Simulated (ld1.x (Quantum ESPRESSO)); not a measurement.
## Mn: excitation energies, all-electron against TM semilocal

manganese (Mn), norm-conserving Troullier–Martins (semilocal form), made with ld1.x (Quantum ESPRESSO) 7.5 (PBEsol, scalar-relativistic). Core [Ne], reference 3s2 3p6 3d5 4s1.5 4p0.5. Waves: 3p (bound): rc 1.30 bohr; 3d (bound): rc 1.40 bohr; 3s (bound): rc 1.00 bohr. Local part: the s channel. Core correction: a·sin(br)/r model core inside 1.00 bohr.

Occupied shells without a wave of their own: 4p, 4s. They enter only through the test configuration that unscreens the potential, and ld1.x also counts them in the model core charge.

Energies are relative to the spin-unpolarised reference configuration 3s2 3p6 3d5 4s1.5 4p0.5; without spin polarisation the order of configurations can differ from experiment.

ld1.x takes every shell without a wave as core, so the model core holds the 4p, 4s electrons as well and exchange and correlation see them twice. This cancels in the reference configuration, but the file is broken for other ones, and its errors say nothing about a proper core correction.

```json
{"valence configuration": "3s2 3p6 3d5 4s2 4p0", "charge": "0", "ΔE all-electron (eV)": "-1.915", "error AE − PS (meV)": "+47"}
{"valence configuration": "3s2 3p6 3d5 4s1 4p0", "charge": "+1", "ΔE all-electron (eV)": "6.517", "error AE − PS (meV)": "-265"}
{"valence configuration": "3s2 3p6 3d5 4s0 4p0", "charge": "+2", "ΔE all-electron (eV)": "22.028", "error AE − PS (meV)": "-1108"}
{"valence configuration": "3s2 3p6 3d5 4s1 4p1", "charge": "0", "ΔE all-electron (eV)": "1.969", "error AE − PS (meV)": "-65"}
{"valence configuration": "3s2 3p6 3d6 4s1 4p0", "charge": "0", "ΔE all-electron (eV)": "-2.281", "error AE − PS (meV)": "-76"}
{"valence configuration": "3s2 3p6 3d4 4s2 4p0", "charge": "+1", "ΔE all-electron (eV)": "11.297", "error AE − PS (meV)": "+27"}
{"valence configuration": "3s2 3p6 3d3 4s0 4p0", "charge": "+4", "ΔE all-electron (eV)": "105.229", "error AE − PS (meV)": "-2028"}
```

ld1.x printed “convergence not achieved” for 1 of the counted tests; its residual had stalled under 1e-8, short of the target of 1e-14.
